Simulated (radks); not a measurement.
The numbers below are computed, except where a source is named.
These are the eigenvalues of the occupied orbitals of an atom or ion with whole-number occupations (eV). Code: a radial shooting solver on a logarithmic mesh with Libxc functionals. Model: scalar-relativistic Kohn-Sham, revPBE, spin-polarised, spherical densities, point nucleus.

1s up: -21968.45
1s down: -21968.23
2s up: -3183.685
2s down: -3182.898
2p up: -2854.098
2p down: -2853.392
3s up: -584.5116
3s down: -583.9684
3p up: -476.2403
3p down: -475.6123
3d up: -302.1963
3d down: -301.3234
4s up: -105.3020
4s down: -100.8983
4p up: -74.8587
4p down: -70.3393
4d up: -31.1837
4d down: -26.8501
5p up: -16.0032

Which element is it, and in what charge state? The configuration may be excited. Open shells, if any, are filled with parallel spins first.

Answer. Z = 44, ruthenium, charge +2: Ru2+ in [Ar] 3d10 4s2 4p5 4d6 5p1. The list shows which subshells hold electrons but not how many an open one holds; the 1s level, -807.33 hartree, gives Z - s = 40.2 by -(Z - s)^2/2, which with screening and relativity narrows Z to a few neighbours, and the depths of the outer levels then fix element, charge and occupations together.
